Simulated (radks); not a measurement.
Results of a calculation; reference values are marked as such.
These are the eigenvalues of the occupied orbitals of an atom or ion with whole-number occupations (eV). Code: a radial shooting solver on a logarithmic mesh with Libxc functionals. Model: non-relativistic Kohn-Sham, r2SCAN, spin-polarised, spherical densities, point nucleus; meta-GGA in the generalised Kohn-Sham scheme.

orbital  eigenvalue
1s up     -44256.53
1s down   -44256.39
2s up     -7133.551
2s down   -7133.526
2p up     -6777.307
2p down   -6777.206
3s up     -1678.220
3s down   -1675.555
3p up     -1521.004
3p down   -1518.505
3d up     -1228.902
3d down   -1227.031
4s up     -446.7374
4s down   -441.3936
4p up     -385.2939
4p down   -379.8997
4d up     -276.4043
4d down   -270.9001
5s up     -159.9032
5s down   -155.3658
4f up     -144.0732
5p up     -139.5487

Which element is it, and in what charge state? The configuration may be excited. Open shells, if any, are filled with parallel spins first.

Answer. Z = 62, samarium, charge +9: Sm9+ in [Kr] 4d10 4f4 5s2 5p1. The list shows which subshells hold electrons but not how many an open one holds; the 1s level, -1626.4 hartree, gives Z - s = 57.0 by -(Z - s)^2/2, which with screening narrows Z to a few neighbours, and the depths of the outer levels then fix element, charge and occupations together.
